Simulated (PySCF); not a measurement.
## Excited states of `[SeH][SeH]`, H2Se2

Computed with TDA CAM-B3LYP/def2-SVPD excited states, vertical, gas phase in PySCF. Geometry: PBE0-D3(BJ)/def2-SVP.

Input:
```
{"job": {"kind": "states", "xc": "CAM-B3LYP", "basis": "def2-SVPD", "tda": true, "soc": true, "nstates": 5, "ntriplets": 5, "nquad": 4}, "charge": 0, "multiplicity": 1}
Se     1.037578     0.512000     0.574864
Se    -1.027963     0.609186    -0.502020
H      1.656589    -0.477828    -0.326955
H     -1.672428    -0.470950     0.269801
```
Coordinates are in Å.

Command: `OMP_NUM_THREADS=1 python excited_run.py task.json out`

(1) What does the run print?

## Answers

(1) H and L stand for HOMO and LUMO.
```
coarse grid: 19608 points
cycle   1  E = -4803.9616639418  dE = -1.763e+00  |g| = 2.534e-01  |ddm| = 2.169e+00
cycle   2  E = -4803.9715485440  dE = -9.885e-03  |g| = 1.568e-01  |ddm| = 3.798e-01
cycle   3  E = -4803.9750490900  dE = -3.501e-03  |g| = 1.252e-02  |ddm| = 1.296e-01
cycle   4  E = -4803.9750977047  dE = -4.861e-05  |g| = 4.416e-03  |ddm| = 2.107e-02
cycle   5  E = -4803.9751036564  dE = -5.952e-06  |g| = 1.348e-03  |ddm| = 8.825e-03
final grid: 36896 points
cycle   6  E = -4803.9750881840  dE = -3.973e-07  |g| = 1.031e-03  |ddm| = 2.859e-03
cycle   7  E = -4803.9750882877  dE = -1.037e-07  |g| = 8.811e-04  |ddm| = 2.316e-03
cycle   8  E = -4803.9750884339  dE = -1.462e-07  |g| = 4.985e-05  |ddm| = 9.824e-04
cycle   9  E = -4803.9750884349  dE = -1.005e-09  |g| = 1.517e-05  |ddm| = 7.863e-05
cycle  10  E = -4803.9750884351  dE = -2.110e-10  |g| = 2.217e-06  |ddm| = 4.860e-05
converged SCF energy = -4803.9750884351

Singlet excitations
state   eV       nm        f     d(h-e)  d(exc)  Lambda  PR(NTO)  |dmu|/D   mu/D   main configurations
  1   3.9439   314.4   0.00761   0.070   2.779   0.603   1.023    0.100    0.908   H->L 0.95
  2   3.9554   313.5   0.00298   0.077   2.777   0.598   1.017    0.213    0.655   H-1->L 0.95
  3   5.4950   225.6   0.01331   0.371   2.873   0.515   1.372    1.308    0.472   H->L+1 0.80, H-1->L+2 0.14
  4   5.5091   225.1   0.01456   0.429   2.848   0.517   1.483    1.381    0.542   H-1->L+1 0.76, H->L+2 0.17
  5   6.3387   195.6   0.00089   0.348   3.289   0.541   1.757                     H->L+2 0.66, H-1->L+1 0.18, H-2->L 0.08

Triplet excitations (Tamm-Dancoff)
state   eV     d(h-e)  d(exc)  Lambda  PR(NTO)   main configurations
  1   3.2840   0.072   2.711   0.600   1.014   H->L 0.94
  2   3.3273   0.063   2.703   0.595   1.015   H-1->L 0.94
  3   5.0525   0.409   2.660   0.515   1.357   H->L+1 0.56, H-1->L+2 0.22
  4   5.0568   0.427   2.646   0.520   1.424   H-1->L+1 0.53, H->L+2 0.23
  5   5.2316   0.108   2.687   0.703   1.110   H-2->L 0.88
S1 - T1 = 0.6599 eV

Spin-orbit couplings |<S|Hso|T>| (cm-1)
             T1       T2       T3       T4       T5
S0      646.106  683.429  352.085  891.556  523.087
S1       48.471  303.365  200.602   97.093  668.374
S2      339.250   19.439  187.593  293.952  640.277
S3      216.521  123.783   50.290  164.526   55.579
S4      142.759  201.010  171.035   51.269   20.670
S5       57.488  152.180  286.902   90.025   18.674
T1 sublevels (cm-1): 0.000 32.809 197.606   radiative rates (1/s): 2.02e+03 7.94e+04 5.07e+03
```

Scalar relativity is left out, which matters for the atoms heavier than Zn.

It took 4.7 s wall time on 1 thread of an Intel Xeon 6975P-C, shared host, peak memory 0.41 GiB.
